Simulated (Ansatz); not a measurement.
`CO[CH2][AlH][GaH2]` and `C#CCOC` differ in one atom or group.

Ansatz, PBE0-D4/def2-TZVP geometries, multiplicity 1. Each molecule was computed in one conformer, which needn't be the lowest.

Scalar relativity is left out up to krypton.

| property | `CO[CH2][AlH][GaH2]` |
| --- | --- |
| size of the dipole moment (ωB97M-V/def2-TZVPP) / D | 2.80 |
| ideal-gas entropy at 298 K and 1 bar (rigid rotor, harmonic PBE0-D4/def2-TZVP) / J/(mol·K) | 383 |
| size of the dipole moment (PBE/def2-TZVPP) / D | 2.79 |
| HOMO–LUMO gap (PBE/def2-TZVPP) / eV | 2.93 |
| LUMO energy (PBE0/def2-TZVPP) / eV | -1.53 |
| HOMO–LUMO gap (B3LYP/def2-TZVPP) / eV | 4.28 |

What does the change do to each property? (Best estimate.)

The calculation gave: 
```
                                                                                  property  `C#CCOC`  shift
                                        size of the dipole moment (ωB97M-V/def2-TZVPP) / D      1.51  -1.29
ideal-gas entropy at 298 K and 1 bar (rigid rotor, harmonic PBE0-D4/def2-TZVP) / J/(mol·K)       317    -66
                                            size of the dipole moment (PBE/def2-TZVPP) / D      1.41  -1.38
                                                       HOMO–LUMO gap (PBE/def2-TZVPP) / eV      5.54   2.61
                                                        LUMO energy (PBE0/def2-TZVPP) / eV      0.52   2.05
                                                     HOMO–LUMO gap (B3LYP/def2-TZVPP) / eV      7.59   3.31
```

With PBE0 the HOMO falls by 1.37 eV and the LUMO rises by 2.05 eV, so the gap widens by about 3.42 eV. PBE moves the HOMO by -0.87 eV and ωB97M-V by -1.76 eV. The zero-point energy changes by -1.5 kJ/mol with -6 modes. Dipoles are sizes alone; their direction can turn.

B3LYP here is the variant with VWN-RPA as its local correlation; programs differ in this.
